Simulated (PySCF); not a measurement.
Compound: C5H9NSi.
SMILES with atom numbers: `[CH:1]#[C:2][Si@H:3]([NH2:4])[CH2:5][CH:6]=[CH2:7]` (hydrogens: H8 on C1; H9 on Si3; H10, H11 on N4; H12, H13 on C5; H14 on C6; H15, H16 on C7)

All values: PBE0/pcSseg-1 and wB97X-D/def2-SVPD (PySCF, non-relativistic), on one gas-phase PBE0-D3(BJ)/def2-SVP geometry that isn't relaxed in the solvent. The solvent is an IEF-PCM continuum (van der Waals radii × 1.2). Specific hydrogen bonds and non-electrostatic terms are outside this model.

Gas phase at PBE0/pcSseg-1: HOMO -7.05 eV, LUMO -0.13 eV, dipole 0.66 D.

What does the continuum do to the energy, the frontier levels and the dipole at PBE0/pcSseg-1 in chloroform?

| solvent | ε | E(solvent) − E(gas) (kcal/mol) | polarisation term (kcal/mol) | distortion of the solute (kcal/mol) | HOMO (eV) | LUMO (eV) | dipole (D) |
| --- | --- | --- | --- | --- | --- | --- | --- |
| chloroform | 4.711 | -4.30 | -4.58 | 0.28 | -7.02 | -0.15 | 0.75 |

Polarisation term: ½ Σ q·V over the induced surface charges. Distortion: the rise of the solute's own energy as its density leaves the gas-phase optimum.

Which Hirshfeld charges (PBE0/pcSseg-1) respond most in chloroform (means over atoms taken as equivalent)?

```json
{"atoms": "C2", "environment": "alkyne carbon", "gas (e)": "-0.157", "solvent (e)": "-0.169", "change": "-0.012"}
{"atoms": "H8", "environment": "alkyne hydrogen", "gas (e)": "+0.099", "solvent (e)": "+0.109", "change": "+0.010"}
{"atoms": "H10/H11", "environment": "N–H hydrogen", "gas (e)": "+0.113", "solvent (e)": "+0.118", "change": "+0.005"}
{"atoms": "N4", "environment": "silicon-bound nitrogen", "gas (e)": "-0.315", "solvent (e)": "-0.320", "change": "-0.005"}
{"atoms": "Si3", "environment": "SiH silicon", "gas (e)": "+0.400", "solvent (e)": "+0.396", "change": "-0.004"}
{"atoms": "C1", "environment": "terminal alkyne carbon", "gas (e)": "-0.089", "solvent (e)": "-0.092", "change": "-0.003"}
```

Which Mayer bond orders change most in chloroform?

```csv
bond,length (Å),gas,solvent,change
C1–C2,1.217,2.565,2.544,-0.021
Si3–N4,1.724,1.087,1.104,+0.017
N4–H10,1.013,0.945,0.938,-0.007
Si3–C5,1.888,0.880,0.886,+0.006
N4–H11,1.015,0.934,0.929,-0.005
C1–H8,1.075,1.070,1.074,+0.004
Si3–H9,1.500,0.893,0.889,-0.004
C5–H12,1.103,0.933,0.929,-0.004
```

How do the nuclear quadrupole coupling constants eQVzz/h respond in chloroform?

```json
{"nucleus": "14N at N4", "Q (barn)": "0.02044", "gas (MHz)": "-4.53", "solvent (MHz)": "-4.37", "η gas": "0.30", "η solvent": "0.28"}
```

Gas phase at wB97X-D/def2-SVPD: HOMO -8.90 eV, LUMO 1.55 eV, dipole 0.47 D.

What does the continuum do to the energy, the frontier levels and the dipole at wB97X-D/def2-SVPD in chloroform?

```
   solvent      ε  E(solvent) − E(gas) (kcal/mol)  polarisation term (kcal/mol)  distortion of the solute (kcal/mol)  HOMO (eV)  LUMO (eV)  dipole (D)
chloroform  4.711                           -4.15                         -4.48                                 0.33      -8.87       1.55        0.58
```

How does the static polarisability (wB97X-D/def2-SVPD, frozen core, with the continuum's full static response) change?

| medium | isotropic (au) | principal values (au) | ⟨r²⟩ of the electrons (bohr²) |
| --- | --- | --- | --- |
| gas | 93.8 | 76.8, 80.4, 124.3 | 1187.6 |
| chloroform | 116.0 | 95.2, 103.0, 149.7 | 1186.6 |

The isotropic value in chloroform is 1.24 times the gas-phase one; no cavity-field correction is applied. ⟨r²⟩ is taken about the centre of nuclear charge.

The values belong to the conformer `[CH:1]#[C:2][Si@H:3]([NH2:4])[CH2:5][CH:6]=[CH2:7]`: C2–Si3–C5–C6 175°, Si3–C5–C6–C7 -101°, H–N4–Si3–C2 57°, H–N4–Si3–C2 -162°.

The pairwise dispersion term of wB97X-D wasn't added to the energies; at a given geometry it leaves orbitals and properties as they are.
